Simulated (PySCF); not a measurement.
Spinor energies of Cu¹⁶⁺ (copper, charge +16)

Start: [Ne] 3s2 3p1; 3p1/2 filled at m_j = +1/2. Calculated with PySCF 2.14 in an uncontracted even-tempered set (19 s from 1.5 bohr⁻², ratio 2.4; 13 p from 1.9 bohr⁻², ratio 2.4; 5 d from 7.6 bohr⁻², ratio 2.6; 4 f from 11 bohr⁻², ratio 2.6): generalised Hartree-Fock with the X2C-1e Hamiltonian and a Gaussian nucleus; one run each with spin-orbit coupling (SO) switched off, then screened by Boettger's factors.

```tsv
spinor shell	electrons	ε, spin-free (eV)	ε, screened SO (eV)	weight of nominal j (screened SO)	rms radius, screened SO (bohr)
1s1/2	2	-9634.6	-9634.1	1.000	0.0601
2s1/2	2	-1699.5	-1699.3	1.000	0.250
2p1/2	2	-1541.8	-1557.4	1.000	0.222
2p3/2	4	-1541.8	-1533.8	1.000	0.226
3s1/2	2	-592.61	-592.49	0.999	0.638
3p1/2	1	-553.18	-556.03	0.999	0.630
```

```json
{"quantity": "E (hartree)", "spin-free": "-1524.98445", "screened SO": "-1525.12801"}
{"quantity": "M_J", "spin-free": "1/2", "screened SO": "1/2"}
{"quantity": "⟨J²⟩", "spin-free": "1.082", "screened SO": "0.755"}
{"quantity": "⟨L²⟩", "spin-free": "2.009", "screened SO": "2.009"}
{"quantity": "⟨S²⟩", "spin-free": "0.753", "screened SO": "0.753"}
```

Each row is a mean over spinors that exchange with the open shell spreads, by up to 5.393 eV (2p1/2).

Without spin-orbit coupling the j labels of p, d and f shells carry no meaning; the spin-free column gives the mean over the occupied spinors of each nl shell, and its ⟨J²⟩ belongs to a mixture of degenerate components.
